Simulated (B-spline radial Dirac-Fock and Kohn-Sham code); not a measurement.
**Ti 3s: cross section and angular parameters**

System: the Ti atom in the configuration [Ar] 3d2 4s2; threshold 67.83 eV (orbital energy of the model). Model: Dirac-Hartree-Slater photoionisation with a Latter tail; cross sections with all multipoles, angular parameters from the dipole term and its interference with E2. Program: a radial B-spline solver.

For linearly polarised light dσ/dΩ = σ/(4π) [1 + β P₂(cos θ) + (δ + γ cos²θ) sin θ cos φ], with θ from the polarisation vector and φ the angle between the beam and the projection of the electron momentum on the plane normal to the polarisation.

```csv
hν (eV),σ (kb),β,γ
80,402,1.998,0.053
190,214,2.000,0.180
194,208,2.000,0.176
253,146,2.000,0.115
268,134,2.000,0.100
271,132,2.000,0.097
302,112,2.000,0.070
344,91.8,2.000,0.039
382,77.7,2.000,0.016
394,74.0,2.000,0.010
412,68.8,2.000,0.001
600,36.2,2.000,-0.046
627,33.5,2.000,-0.048
655,31.0,2.000,-0.049
696,27.7,2.000,-0.049
756,23.8,2.000,-0.046
800,21.5,2.000,-0.042
1090,11.9,2.000,0.008
1910,3.85,2.000,0.223
2000,3.50,2.000,0.248
2984.4,1.47,2.000,0.511
3580,?,?,?
3840,0.825,2.000,0.718
6000,0.283,2.000,1.159
8047.8,0.136,1.999,1.503
10800,0.0631,1.999,1.895
11500,0.0534,1.999,1.986
```

Q: Give the values at 3580 eV.

A: σ = 0.970 kb, β = 2.000, γ = 0.657. For an s subshell δ is negligible.

Values without a named source are computed, but for edge energies of neutral atoms, which are taken from tables.
